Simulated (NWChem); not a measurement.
System: GaF₃; SMILES [F][Ga]([F])[F]

Here is an NWChem input.

```
start job
memory heap 200 mb stack 900 mb global 1100 mb
geometry units angstroms noautosym nocenter noautoz
  Ga     0.000000     0.000000     0.000000
  F     -1.667341     0.451414     0.000000
  F      1.224607     1.218253     0.000000
  F      0.442735    -1.669667     0.000000
end
basis spherical
  * library def2-tzvp
end
dft
  xc b3lyp
  iterations 150
  vectors input atomic output neutral.movecs
end
task dft energy
charge 1
dft
  odft
  mult 2
  vectors input atomic output cation.movecs
end
task dft energy
```

Parts of the log:

```
             Northwest Computational Chemistry Package (NWChem) 7.3.0
             --------------------------------------------------------

                             Geometry "geometry" -> ""
                             -------------------------

 Output coordinates in angstroms (scale by  1.889725989 to convert to a.u.)

  No.       Tag          Charge          X              Y              Z
 ---- ---------------- ---------- -------------- -------------- --------------
    1 Ga                  31.0000     0.00000000     0.00000000     0.00000000
    2 F                    9.0000    -1.66734100     0.45141400     0.00000000
    3 F                    9.0000     1.22460700     1.21825300     0.00000000
    4 F                    9.0000     0.44273500    -1.66966700     0.00000000

 Effective nuclear repulsion energy (a.u.)     299.3934877474

                                 NWChem DFT Module
                                 -----------------

 Summary of "ao basis" -> "ao basis" (spherical)
 ------------------------------------------------------------------------------
       Tag                 Description            Shells   Functions and Types
 ---------------- ------------------------------  ------  ---------------------
 Ga                        def2-tzvp                16       48   6s5p4d1f
 F                         def2-tzvp                11       31   5s3p2d1f

            General Information
            -------------------
          SCF calculation type: DFT
          Wavefunction type:  closed shell.
          No. of atoms     :     4
          No. of electrons :    58
           Alpha electrons :    29
            Beta electrons :    29
          Charge           :     0
          Spin multiplicity:     1
          Use of symmetry is: off; symmetry adaption is: off
          Maximum number of iterations: 150
          AO basis - number of functions:   141
                     number of shells:    49
          Convergence on energy requested:  1.00D-06
          Convergence on density requested:  1.00D-05
          Convergence on gradient requested:  5.00D-04

              XC Information
              --------------
                         B3LYP Method XC Potential
                     Hartree-Fock (Exact) Exchange  0.200
                        Slater Exchange Functional  0.800 local
                    Becke 1988 Exchange Functional  0.720 non-local
              Lee-Yang-Parr Correlation Functional  0.810
                  VWN I RPA Correlation Functional  0.190 local

             Grid Information
             ----------------
          Grid used for XC integration:  medium
          Radial quadrature: Mura-Knowles
          Angular quadrature: Lebedev.
          Tag              B.-S. Rad. Rad. Pts. Rad. Cut. Ang. Pts.
          ---              ---------- --------- --------- ---------
          Ga                  1.30      112           7.0       590
          F                   0.50       49           8.0       434
          Grid pruning is: on
          Number of quadrature shells:   259
          Spatial weights used:  Erf1

      Superposition of Atomic Density Guess
      -------------------------------------

 Sum of atomic energies:       -2221.47891939

      Non-variational initial energy
      ------------------------------

 Total energy =   -2221.519524
 1-e energy   =   -3699.929814
 2-e energy   =    1179.016801
 HOMO         =      -0.647085
 LUMO         =      -0.111546

   convergence    iter        energy       DeltaE   RMS-Dens  Diis-err
 ---------------- ----- ----------------- --------- --------- ---------
 d= 0,ls=0.0,diis     1  -2224.5390724293 -2.52D+03  1.02D-02  1.67D+00
 d= 0,ls=0.0,diis     2  -2224.3313342630  2.08D-01  5.60D-03  4.56D+00
 d= 0,ls=0.0,diis     3  -2224.6861939744 -3.55D-01  6.98D-04  6.33D-02
 d= 0,ls=0.0,diis     4  -2224.6882048458 -2.01D-03  2.84D-04  2.00D-02
 d= 0,ls=0.0,diis     5  -2224.6888648909 -6.60D-04  8.26D-05  6.24D-04
  Resetting Diis
 d= 0,ls=0.0,diis     6  -2224.6888988313 -3.39D-05  6.36D-06  6.03D-06
 d= 0,ls=0.0,diis     7  -2224.6888993049 -4.74D-07  1.08D-06  3.01D-08

         Total DFT energy =    -2224.688899304915
      One electron energy =    -3699.053306982661
           Coulomb energy =     1281.628388126222
    Exchange-Corr. energy =     -106.657468195860
 Nuclear repulsion energy =      299.393487747382

 Numeric. integr. density =       57.999990310226

                       DFT Final Molecular Orbital Analysis
                       ------------------------------------

 Vector   27  Occ=2.000000D+00  E=-4.245367D-01
              MO Center= -4.2D-01, -1.3D-01,  2.7D-09, r^2= 3.2D+00
   Bfn.  Coefficient  Atom+Function         Bfn.  Coefficient  Atom+Function
  ----- ------------  ---------------      ----- ------------  ---------------
    55      0.311292  2 F  py                58      0.252462  2 F  py
   116      0.208924  4 F  px               117      0.202722  4 F  py
    86      0.200446  3 F  py                61      0.171911  2 F  py
    22      0.169856  1 Ga d -2             119      0.169929  4 F  px
   120      0.161690  4 F  py                89      0.159787  3 F  py

 Vector   28  Occ=2.000000D+00  E=-4.245365D-01
              MO Center=  4.2D-01,  1.3D-01,  2.7D-09, r^2= 3.2D+00
   Bfn.  Coefficient  Atom+Function         Bfn.  Coefficient  Atom+Function
  ----- ------------  ---------------      ----- ------------  ---------------
    85      0.275850  3 F  px               116      0.273588  4 F  px
    88      0.222831  3 F  px               119      0.220939  4 F  px
    86     -0.207619  3 F  py                26     -0.169856  1 Ga d  2
    89     -0.168837  3 F  py                54      0.165020  2 F  px
    91      0.148531  3 F  px               122      0.147037  4 F  px

 Vector   29  Occ=2.000000D+00  E=-4.213048D-01
              MO Center=  7.6D-05, -1.6D-06,  3.6D-11, r^2= 3.4D+00
   Bfn.  Coefficient  Atom+Function         Bfn.  Coefficient  Atom+Function
  ----- ------------  ---------------      ----- ------------  ---------------
    55      0.284500  2 F  py               116     -0.284911  4 F  px
    58      0.225128  2 F  py               119     -0.225454  4 F  px
    86     -0.208975  3 F  py                85      0.207883  3 F  px
    89     -0.165364  3 F  py                88      0.164501  3 F  px
    61      0.156569  2 F  py               122     -0.156796  4 F  px

 Vector   30  Occ=0.000000D+00  E=-1.034970D-01
              MO Center=  9.9D-07,  6.5D-07, -4.0D-08, r^2= 3.1D+00
   Bfn.  Coefficient  Atom+Function         Bfn.  Coefficient  Atom+Function
  ----- ------------  ---------------      ----- ------------  ---------------
     6      0.948295  1 Ga s                  5      0.483415  1 Ga s
     4     -0.220688  1 Ga s                 53     -0.200832  2 F  s
    84     -0.200830  3 F  s                115     -0.200832  4 F  s
     3     -0.167028  1 Ga s                 54     -0.164855  2 F  px
   117     -0.165085  4 F  py                60     -0.160416  2 F  px

 Vector   31  Occ=0.000000D+00  E=-4.742228D-02
              MO Center=  8.3D-08,  8.4D-08,  5.8D-08, r^2= 3.6D+00
   Bfn.  Coefficient  Atom+Function         Bfn.  Coefficient  Atom+Function
  ----- ------------  ---------------      ----- ------------  ---------------
    21      0.692902  1 Ga pz                18      0.519605  1 Ga pz
    12     -0.189331  1 Ga pz                56     -0.135573  2 F  pz
    87     -0.135573  3 F  pz               118     -0.135573  4 F  pz
    62     -0.131361  2 F  pz                93     -0.131361  3 F  pz
   124     -0.131361  4 F  pz                59     -0.104396  2 F  pz

 Vector   32  Occ=0.000000D+00  E= 5.724179D-02
              MO Center=  1.5D-01,  1.3D-01, -6.3D-10, r^2= 6.2D+00
   Bfn.  Coefficient  Atom+Function         Bfn.  Coefficient  Atom+Function
  ----- ------------  ---------------      ----- ------------  ---------------
    19      0.950808  1 Ga px                20     -0.888557  1 Ga py
    53      0.540644  2 F  s                115     -0.518361  4 F  s
    16      0.202317  1 Ga px                17     -0.189071  1 Ga py
    60      0.118165  2 F  px               123     -0.115805  4 F  py
    51      0.099779  2 F  s                113     -0.095667  4 F  s

     Multipole analysis of the density
     ---------------------------------

     L   x y z        total         alpha         beta         nuclear
     -   - - -        -----         -----         ----         -------
     0   0 0 0     -0.000000    -29.000000    -29.000000     58.000000

     1   1 0 0     -0.000001     -0.000009     -0.000009      0.000017
     1   0 1 0     -0.000000     -0.000000     -0.000000     -0.000000
     1   0 0 1      0.000000      0.000000      0.000000      0.000000

     2   2 0 0    -26.224067    -85.035631    -85.035631    143.847196
     2   1 1 0     -0.000002     -0.000002     -0.000002      0.000002
     2   1 0 1      0.000000      0.000000      0.000000      0.000000
     2   0 2 0    -26.224066    -85.035635    -85.035635    143.847205
     2   0 1 1      0.000000      0.000000      0.000000      0.000000
     2   0 0 2    -19.160409     -9.580204     -9.580204      0.000000

                                 NWChem DFT Module
                                 -----------------

[...]
```

Level: B3LYP/def2-TZVP, vertical spin-unrestricted ions. Coordinates come from a PBE0/def2-SVP optimisation.
